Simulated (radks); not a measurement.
Valence configurations of the hafnium ion Hf2+ (all share [Xe]). All-electron calculation, Dirac Kohn-Sham, PBE, spin-unpolarised, spherical densities, point nucleus; open shells fill j = l - 1/2 first. Program: a radial shooting solver on a logarithmic mesh with Libxc functionals. Energies are relative to 4f14 5d2; eigenvalues in eV.

| valence | E (eV) | e(4f5/2) | e(4f7/2) | e(5d3/2) | e(6p1/2) | e(6p3/2) |
|---|---|---|---|---|---|---|
| 4f14 5d2 | 0.000 | -32.560 | -30.815 | -16.900 | - | - |
| 4f14 5d1 6p1 | 4.962 | -36.617 | -34.870 | -19.734 | -14.108 | - |
| 4f14 5d1 6s1 | -0.148 | -35.456 | -33.710 | -18.822 | - | - |
| 4f12 5d1 6p3 | 69.405 | -63.181 | -61.264 | -29.816 | -17.982 | -16.632 |
| 4f13 5d2 6p1 | 23.224 | -44.804 | -42.976 | -21.483 | -14.547 | - |
| 4f13 5d2 6s1 | 17.879 | -43.670 | -41.842 | -20.570 | - | - |
| 4f14 6s2 | 0.474 | -38.594 | -36.845 | - | - | - |
| 4f13 5d1 6p2 | 30.924 | -49.216 | -47.385 | -24.503 | -16.022 | - |
| 4f12 5d2 6s2 | 45.491 | -55.914 | -54.001 | -24.563 | - | - |
| 4f13.5 5d2.5 | 7.721 | -36.494 | -34.709 | -17.712 | - | - |

NIST lists [Xe] 4f14 5d2 as the ground configuration; this level of theory puts 4f14 5d1 6s1 lower, by 0.148 eV. The energies are those of spherical spin-averaged densities, not of single terms.
